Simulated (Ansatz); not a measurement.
`O[SiH2][CH2][ZnH]` + `OCF` → `FC[O][ZnH]` + `C[SiH2]O`  (ligand exchange at a Zn–C bond)

Isolated molecules relaxed with PBE0-D4/def2-TZVP in Ansatz; ΔE leaves out vibrations. CBS: MP2 limit from def2 TZ/QZ plus the TZ coupled-cluster correction, frozen cores. This one scheme is used for every species. Functionals use def2-TZVPP. For Zn outer-core shells are correlated without core-valence functions, which leaves a few kJ/mol of doubt a bond. Scalar relativity is left out up to krypton. Each species was taken in one conformer, which may not be the lowest.

`O[SiH2][CH2][ZnH]`:

```xyz
10

O     0.319   -1.462    0.393
Si    0.695    0.115    0.817
C    -0.308    1.090   -0.369
Zn   -1.205   -0.314   -1.423
H     0.717   -2.193    0.869
H     0.335    0.324    2.249
H     2.167    0.309    0.683
H    -1.052    1.723    0.122
H     0.299    1.721   -1.023
H    -1.967   -1.312   -2.318
```

`OCF`:

Cartesian coordinates in Å:
```
O 0.874 -0.524 -0.364
C -0.345 -0.002 -0.021
F -0.391 1.356 -0.265
H 1.537 -0.220 0.262
H -0.581 -0.131 1.042
H -1.094 -0.480 -0.654
```

`FC[O][ZnH]`:

```xyz
7

F     0.106   -1.037   -0.808
C    -0.501   -0.751    0.452
O    -0.255    0.529    0.773
Zn    0.729    1.401   -0.475
H    -1.568   -0.961    0.307
H    -0.049   -1.465    1.153
H     1.538    2.283   -1.403
```

`C[SiH2]O`:

Cartesian coordinates in Å:
```
C 0.639 0.937 -0.301
Si -0.611 -0.276 0.362
O -0.570 -1.726 -0.429
H 0.547 1.895 0.218
H 0.486 1.111 -1.368
H 1.661 0.577 -0.156
H -1.989 0.232 0.159
H -0.367 -0.472 1.821
H 0.202 -2.279 -0.306
```

```csv
species,ωB97X-V energy (Eh)
`O[SiH2][CH2][ZnH]`,-2185.67639
`OCF`,-214.99462
`FC[O][ZnH]`,-1994.23287
`C[SiH2]O`,-406.46106
```

Question: Work out ΔE.

Answer: ΔE = (-1994.23287) + (-406.46106) − (-2185.67639) − (-214.99462) = -0.02292 Eh = -0.62 eV. CCSD(T)/CBS gives -0.60 eV.

Largest T1 diagnostic among the species: 0.016.

In def2-TZVPP, CCSD(T) changes the Hartree–Fock value by +0.18 eV (the triples alone add +0.02 eV) and MP2 by +0.21 eV. The D4 term adds +0.04 eV with B3LYP and +0.02 eV with PBE0; it sums over pairs of atoms, weighted by their polarisabilities, and B3LYP, whose exchange is more repulsive, gets the larger term.

B3LYP here is the variant with VWN-RPA as its local correlation; programs differ in this.
